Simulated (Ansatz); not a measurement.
`[O+]#[C][W-6]([C]#[O+])([C]#[O+])([C]#[O+])([C]#[O+])[n+]1ccccc1`, charge 0, multiplicity 1.

Task: Give a relaxed structure at PBE0-D4/def2-TZVP (the Gaussian-basis code of Ansatz). (Estimate.)

Result: Computed: 
```xyz
22

O    -1.2030    1.8862   -4.2634
C    -0.9160    1.4362   -3.2466
W    -0.4190    0.6571   -1.4858
C    -2.2993    1.1083   -0.8108
O    -3.3567    1.3802   -0.4737
C    -1.1041   -1.1552   -2.1498
O    -1.4941   -2.1477   -2.5604
C     0.2410    2.5080   -0.9087
O     0.5947    3.5571   -0.6261
C     1.4369    0.2441   -2.2472
O     2.4583    0.0290   -2.7121
N     0.1522   -0.2382    0.5388
C     0.7966   -1.4085    0.6239
C     1.1593   -1.9838    1.8258
C     0.8477   -1.3295    3.0054
C     0.1814   -0.1185    2.9269
C    -0.1452    0.3877    1.6842
H     1.0259   -1.8954   -0.3155
H     1.6793   -2.9332    1.8254
H     1.1183   -1.7539    3.9647
H    -0.0881    0.4379    3.8153
H    -0.6661    1.3321    1.5897
```
Point group C2v.
This is one stationary point; other conformers may exist.
